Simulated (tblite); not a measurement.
Species: C₇H₁₃NO.
Numbering: `[CH3:1][CH2:2][NH:3][C:4](=[O:5])[CH:6]1[CH2:7][CH2:8][CH2:9]1` (hydrogens: H10, H11, H12 on C1; H13, H14 on C2; H15 on N3; H16 on C6; H17, H18 on C7; H19, H20 on C8; H21, H22 on C9)

Computed with GFN2-xTB (tblite), gas phase: L-BFGS steps from a force-field or distance-geometry start until the largest atomic force falls under 0.01 eV/Å.

Step 21: E = -778.4180 eV
```
atom  x, y, z in Å  |  force x, y, z in eV/Å
C1      3.2521   -0.6714   -0.6438    0.004  -0.010  -0.031
C2      2.6730    0.0786    0.5528    0.082  -0.057   0.006
N3      1.3297    0.5443    0.2918    0.068   0.088   0.025
C4      0.2278   -0.2125    0.5053    0.105   0.019   0.039
O5      0.2820   -1.3295    0.9759   -0.084   0.011   0.015
C6     -1.0625    0.4846    0.1457    0.024  -0.037   0.005
C7     -2.0156   -0.2798   -0.7937   -0.011  -0.007   0.020
C8     -3.1850    0.1692    0.0944    0.024  -0.029  -0.001
C9     -2.1707    0.4372    1.2147   -0.014   0.010  -0.025
H10     3.2455   -0.0309   -1.5239    0.041  -0.024  -0.021
H11     4.2724   -0.9891   -0.4440   -0.022   0.045   0.020
H12     2.6501   -1.5532   -0.8485   -0.011   0.021   0.001
H13     2.6235   -0.5848    1.4176   -0.031  -0.066   0.012
H14     3.2970    0.9410    0.8065   -0.031  -0.015  -0.023
H15     1.2338    1.4105   -0.2093    0.020   0.069  -0.039
H16    -0.8855    1.5053   -0.2013    0.020  -0.045   0.002
H17    -2.0182    0.0142   -1.8432   -0.045   0.037   0.072
H18    -1.8371   -1.3512   -0.7182   -0.014   0.012  -0.002
H19    -3.9647   -0.5622    0.3000    0.011   0.072  -0.048
H20    -3.6209    1.0988   -0.2729   -0.093  -0.106   0.038
H21    -2.3037    1.3303    1.8237   -0.022  -0.022  -0.044
H22    -2.0334   -0.4302    1.8591   -0.020   0.034  -0.019
```

Step 22: E = -778.4210 eV
```
atom  x, y, z in Å  |  force x, y, z in eV/Å
C1      3.2496   -0.6709   -0.6429    0.012  -0.019  -0.037
C2      2.6727    0.0713    0.5576    0.025  -0.033   0.009
N3      1.3325    0.5454    0.2920    0.052   0.093   0.020
C4      0.2261   -0.2045    0.5051    0.084   0.013   0.041
O5      0.2726   -1.3184    0.9827   -0.059  -0.037   0.038
C6     -1.0636    0.4920    0.1421    0.086  -0.037   0.022
C7     -2.0138   -0.2763   -0.7946   -0.003  -0.021   0.007
C8     -3.1838    0.1594    0.0973    0.023  -0.007  -0.002
C9     -2.1690    0.4403    1.2123   -0.004   0.005  -0.002
H10     3.2407   -0.0223   -1.5162    0.038  -0.025  -0.048
H11     4.2697   -0.9915   -0.4519    0.009   0.043   0.043
H12     2.6473   -1.5508   -0.8511   -0.030   0.004  -0.018
H13     2.6110   -0.5946    1.4190   -0.009  -0.080   0.014
H14     3.2973    0.9300    0.8177   -0.006   0.002  -0.007
H15     1.2444    1.4020   -0.2264    0.018   0.084  -0.039
H16    -0.8844    1.5117   -0.2034    0.010  -0.014  -0.014
H17    -2.0216    0.0231   -1.8405   -0.052   0.048   0.005
H18    -1.8255   -1.3457   -0.7263   -0.013  -0.016   0.007
H19    -3.9540   -0.5793    0.3070   -0.013   0.047  -0.045
H20    -3.6304    1.0837   -0.2684   -0.109  -0.088   0.027
H21    -2.3059    1.3350    1.8147   -0.039   0.029  -0.006
H22    -2.0226   -0.4202    1.8629   -0.019   0.011  -0.016
```

Problem. Estimate the geometry and energy of step 23. (The exact step hangs on the optimiser's Hessian estimate; all steps are aligned on step 22, rigid shifts and turns removed.)

Solution. E = -778.4236 eV, largest force 0.124 eV/Å
```
atom  x, y, z in Å  |  force x, y, z in eV/Å
C1      3.2475   -0.6708   -0.6427    0.014  -0.019  -0.029
C2      2.6728    0.0640    0.5622   -0.033   0.004   0.004
N3      1.3362    0.5481    0.2925    0.020   0.056   0.029
C4      0.2262   -0.1971    0.5058    0.041   0.007   0.035
O5      0.2630   -1.3087    0.9896   -0.004  -0.044   0.047
C6     -1.0631    0.4981    0.1393    0.103  -0.022   0.029
C7     -2.0119   -0.2734   -0.7953    0.013  -0.022  -0.006
C8     -3.1820    0.1503    0.1000    0.015   0.012  -0.001
C9     -2.1672    0.4434    1.2100    0.010   0.007   0.018
H10     3.2369   -0.0149   -1.5102    0.035  -0.027  -0.064
H11     4.2674   -0.9928   -0.4581    0.034   0.033   0.056
H12     2.6441   -1.5485   -0.8541   -0.038  -0.011  -0.035
H13     2.5993   -0.6052    1.4205    0.011  -0.074  -0.004
H14     3.2975    0.9199    0.8281    0.027   0.006   0.012
H15     1.2544    1.3955   -0.2428    0.021   0.071  -0.023
H16    -0.8832    1.5172   -0.2056    0.005   0.009  -0.027
H17    -2.0258    0.0322   -1.8380   -0.051   0.050  -0.045
H18    -1.8150   -1.3410   -0.7337   -0.013  -0.037   0.011
H19    -3.9441   -0.5941    0.3126   -0.033   0.004  -0.031
H20    -3.6414    1.0680   -0.2637   -0.110  -0.057   0.010
H21    -2.3088    1.3399    1.8063   -0.049   0.066   0.022
H22    -2.0130   -0.4107    1.8662   -0.018  -0.012  -0.009
```

The energy changes by -0.0026 eV. The first-order estimate −F·Δx gives -0.0036 eV and the mean of the old and new forces, exact on a quadratic surface, -0.0026 eV. The step makes an angle of 78° with the force vector and moves no atom by more than 0.020 Å.

What follows is the cost of the whole relaxation. Hardware: an Arm Neoverse N1 with one thread (shared host). Cost: 2.3 s of wall time.
